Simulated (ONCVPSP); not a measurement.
## Reading a pseudo-wave (Si (Z = 14))

Columns: radius, all-electron u(r) and pseudo u(r) of the 3p shell (level -4.09 eV) of silicon in the configuration [Ne] 3s2 3p2; PBE, non-relativistic, ONCV scheme, ONCVPSP 4.0.1.

```csv
r (bohr),all-electron,pseudo
0.090,-0.0872,0.0029
0.180,-0.1961,0.0116
0.270,-0.2521,0.0258
0.360,-0.2540,0.0455
0.450,-0.2163,0.0703
0.540,-0.1540,0.0999
0.630,-0.0787,0.1338
0.720,0.0020,0.1714
0.810,0.0827,0.2119
0.900,0.1601,0.2544
0.990,0.2324,0.2980
1.080,0.2983,0.3418
1.170,0.3575,0.3846
1.260,0.4101,0.4258
1.350,0.4562,0.4644
1.440,0.4960,0.4996
1.530,0.5297,0.5310
1.620,0.5576,0.5578
1.710,0.5799,0.5799
1.800,0.5972,0.5972
1.890,0.6098,0.6098
1.980,0.6182,0.6182
2.070,0.6229,0.6229
2.160,0.6243,0.6243
2.250,0.6227,0.6227
2.340,0.6186,0.6186
```

**Question.** How many radial nodes do the two functions have?

**Answer.** The all-electron 3p function has n − l − 1 = 1; the pseudo-wave has 0, since the states of the same l below it are removed with the core.

**Question.** At about which radius was the pseudo-wave matched?

**Answer.** 1.80 bohr. The columns agree to 0.0005 from 1.62 bohr on; several derivatives are matched, so the curves merge somewhat inside the radius.

**Question.** Where does each function peak?

**Answer.** Outermost all-electron maximum near 2.16 bohr, pseudo maximum near 2.16 bohr (to the table’s step).

**Question.** Is the pseudo-wave norm-conserving?

**Answer.** Yes: the ONCV scheme keeps the norm inside the radius equal to the all-electron one, which fixes the energy derivative of the logarithmic derivative at the level.
